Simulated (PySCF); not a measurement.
Bonds (- single, = double, # triple, : aromatic): O1-Si2, Si2-Si3, Si3-Si4, Si3-O5, O5-Si6. O1 carries H7; Si2 carries H8, H9; Si3 carries H10; Si4 carries H11, H12, H13; Si6 carries H14, H15, H16. Stereochemistry as in O[SiH2][Si@H]([SiH3])O[SiH3]. H8 is pro-R; H9 is pro-S.

All values are calculated (PySCF 2.14): PBE0/pcSseg-1 with gauge-including orbitals, GFN2-xTB structure. In vacuum, no relativistic terms, one averaged value for each set of equivalent atoms, a single conformation.

Referencing at the same level of theory: TMS for $^{1}$H, $^{29}$Si; $^{17}$O against H2O.

```
      atoms    nucleus  count  δ (ppm)
        Si2  $^{29}$Si      1        ?
         O5   $^{17}$O      1        ?
         O1   $^{17}$O      1     -8.3
H14/H15/H16    $^{1}$H      3     4.96
         H8    $^{1}$H      1     5.66
        Si3  $^{29}$Si      1    -19.9
         H7    $^{1}$H      1     0.11
H11/H12/H13    $^{1}$H      3     3.67
        H10    $^{1}$H      1        ?
        Si6  $^{29}$Si      1        ?
        Si4  $^{29}$Si      1   -120.2
         H9    $^{1}$H      1     5.72
```

Estimate the values marked ?.

Results:


- H10: 6.22 ppm, hydrogen on a silicon bonded to O, 2 Si
- O5: -14.1 ppm, oxygen bonded to 2 Si
- Si2: -29.3 ppm, silicon bonded to O, Si, 2 H
- Si6: -45.1 ppm, silicon bonded to O, 3 H

Exchangeable OH/NH protons stand at their gas-phase positions; hydrogen bonding in a real sample shifts them, mostly to higher δ. Experimental scales use liquid or dissolved standards, which lie at an offset from isolated H2O (liquid H2O: subtract about 36 ppm).
